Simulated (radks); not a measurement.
Values are calculated unless marked as measured or tabulated.
Question: These are the eigenvalues of the occupied orbitals of an atom or ion with whole-number occupations (hartree). Code: a radial shooting solver on a logarithmic mesh with Libxc functionals. Model: Dirac Kohn-Sham, relativistic LDA (MacDonald-Vosko exchange, VWN5 correlation), spin-unpolarised, spherical densities, finite nucleus; Fermi nuclear charge, rms radius of each element as measured or else 0.836 A^(1/3) + 0.57 fm.

| orbital | eigenvalue |
|---|---|
| 1s1/2 | -2265.433 |
| 2s1/2 | -466.8034 |
| 2p1/2 | -450.8931 |
| 2p3/2 | -414.9185 |
| 3s1/2 | -172.4663 |
| 3p1/2 | -166.0375 |
| 3p3/2 | -157.3694 |
| 3d3/2 | -147.3898 |

Which element is it, and in what charge state? The configuration may be excited. Open shells, if any, fill j = l - 1/2 first.

Answer: Z = 69, thulium, charge +47: Tm47+ in [Ar] 3d4. The list shows which subshells hold electrons but not how many an open one holds; the 1s level, -2265.4 hartree, gives Z - s = 67.3 by -(Z - s)^2/2, which with screening and relativity narrows Z to a few neighbours, and the depths of the outer levels then fix element, charge and occupations together.
